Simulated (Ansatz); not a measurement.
`[SiH3][SiH2][GaH2]` + `OBF` → `FBO[SiH2][SiH3]` + `[GaH3]`  (cleavage of the Si–Ga bond)

Gas-phase electronic energies from Ansatz, PBE0-D4/def2-TZVP geometries. CCSD(T)/CBS is the MP2 limit (def2-TZVPP, def2-QZVPP) plus CCSD(T) − MP2 in def2-TZVPP, frozen cores. This one scheme is used for every species. For Ga outer-core shells are correlated without core-valence functions, which leaves a few kJ/mol of doubt a bond. Scalar relativity is left out up to krypton. One conformer a species, not always the lowest.

```csv
level,ΔE (kcal/mol)
HF/def2-TZVPP,-18.2
MP2/def2-QZVPP,-12.8
```

What does CCSD(T)/CBS give? (Estimate.)

Computed: -11.7 kcal/mol. The listed levels differ from it by -6.5, -1.1 kcal/mol.

Largest T1 diagnostic among the species: 0.014.

From PBE to PBE0 (25 % exact exchange), in def2-TZVPP and without D4, ΔE moves by −1.6 kcal/mol. In def2-TZVPP, CCSD(T) changes the Hartree–Fock value by +6.5 kcal/mol (the triples alone add +0.8 kcal/mol) and MP2 by +5.6 kcal/mol.
